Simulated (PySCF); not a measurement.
**A small calculation by hand: chemical shift, span and skew from a shielding tensor**

Al(Me)(NCO)(OH) (C₂H₄AlNO₂), SMILES [CH3][Al]([OH])[N]=C=O. Atoms are numbered in the order given.

```xyz
10

Al     0.0779     0.9054     0.0000
C     -1.5282     1.9768     0.0000
H     -2.1494     1.7597     0.8842
H     -2.1494     1.7597    -0.8842
H     -1.2959     3.0523     0.0000
N      0.0094    -0.8798     0.0000
C     -0.0711    -2.0773     0.0000
O     -0.1471    -3.2444     0.0000
O      1.6048     1.6471     0.0000
H      2.4512     1.1979     0.0000
```

Geometry optimised at PBE0-D3(BJ)/def2-SVP. The structure was generated by enumeration; whether it is a known compound was not checked. Other conformers were not sampled.

GIAO shieldings from PBE/pcSseg-1 (PySCF), non-relativistic, no solvent. The symmetric part of the tensor of N6 has the principal values 138.3, 140.7, 340.8 ppm. The same nucleus in NH3 has σ = 267.0 ppm at this level (PySCF, at its B3LYP-D3(BJ)/def2-TZVP geometry).

Work out the isotropic shielding, the ¹⁵N shift against NH3, the span and the skew.


σ(iso) = (σ11 + σ22 + σ33)/3 = 206.6 ppm. δ = σ(ref) − σ(iso) = 267.0 − (206.6) = 60.4 ppm.
Span Ω = σ33 − σ11 = 202.5 ppm. Skew κ = 3(σ(iso) − σ22)/Ω = 0.98, an axial tensor. Tumbling in solution averages the tensor to δ; in a static solid the shielding alone would spread this spin-1/2 line over Ω.
